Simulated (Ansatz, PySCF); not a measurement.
System: sum formula H$_{3}$GeO$_{4}$, charge 0, multiplicity 2. It need not be the lowest isomer of its formula. 
Coordinates optimised at B3LYP-D3(BJ)/def2-TZVP (Ansatz, an electronic-structure program):
```
Ge
O 1 1.7583
H 2 0.9645 1 111.80
O 1 1.7609 2 106.44 3 -14.50
H 4 0.9637 1 113.25 2 162.60
O 1 1.7683 2 116.87 3 105.13
H 6 0.9641 1 113.21 2 69.70
O 1 1.7944 2 106.13 3 -139.79
```
Charge 0, spin multiplicity 2.

Wanted: atomisation energy (electronic, to ground-state atoms), in kJ/mol. Cores are frozen in the correlated levels unless marked. UHF or UKS for open shells. No spin-orbit coupling. The frozen core is the preceding noble-gas configuration, with the filled d and f shells of earlier blocks. No relativistic terms. The coupled-cluster limit lacks core correlation, which all-electron functionals hold. Basis-set limits of correlation are two-point, X^-3; Hartree-Fock from the larger set. The bracket is a focal-point correction in the basis named.

| level | program | atomisation energy (kJ/mol) |
|---|---|---|
| HF/cc-pVDZ | Ansatz | 1681.1 |
| HF/cc-pVTZ | Ansatz | 1803.8 |
| HF/def2-TZVPD | PySCF | 1805.5 |
| SVWN5/def2-TZVPD | Ansatz | 3375.1 |

**Question.** Predict the RI-MP2/CBS(cc-pVTZ,cc-pVQZ)+[CCSD(T)-MP2]/cc-pVTZ result (Ansatz).

**Answer.** 2874.1 kJ/mol, so SVWN5/def2-TZVPD differs from it by 501.0 kJ/mol.
